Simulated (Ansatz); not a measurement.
Start from `CC[O][SnH3]` and change one atom or group to get `CCOC=O`.

Ansatz, PBE0-D4/def2-TZVP geometries, multiplicity 1. Each molecule was computed in one conformer, which needn't be the lowest.

Elements past krypton have def2 core potentials.

```tsv
property	`CC[O][SnH3]`
HOMO–LUMO gap (PBE0/def2-TZVPP) / eV	7.09
HOMO energy (ωB97M-V/def2-TZVPP) / eV	-9.83
size of the dipole moment (PBE/def2-TZVPP) / D	1.16
HOMO energy (PBE/def2-TZVPP) / eV	-5.91
LUMO energy (B3LYP/def2-TZVPP) / eV	-0.59
size of the dipole moment (B3LYP/def2-TZVPP) / D	1.30
```

Q: Give the same properties after the change, and the shifts. (An estimate is asked.)

A: Ansatz gave: 
| property | `CCOC=O` | shift |
| --- | --- | --- |
| HOMO–LUMO gap (PBE0/def2-TZVPP) / eV | 8.38 | 1.29 |
| HOMO energy (ωB97M-V/def2-TZVPP) / eV | -10.71 | -0.88 |
| size of the dipole moment (PBE/def2-TZVPP) / D | 1.96 | 0.80 |
| HOMO energy (PBE/def2-TZVPP) / eV | -6.57 | -0.66 |
| LUMO energy (B3LYP/def2-TZVPP) / eV | -0.19 | 0.40 |
| size of the dipole moment (B3LYP/def2-TZVPP) / D | 1.98 | 0.68 |

With PBE0 the HOMO falls by 0.81 eV and the LUMO rises by 0.47 eV, so the gap widens by about 1.28 eV. PBE moves the HOMO by -0.66 eV and ωB97M-V by -0.88 eV. Dipoles are sizes alone; their direction can turn.

B3LYP here is the variant with VWN-RPA as its local correlation; programs differ in this.
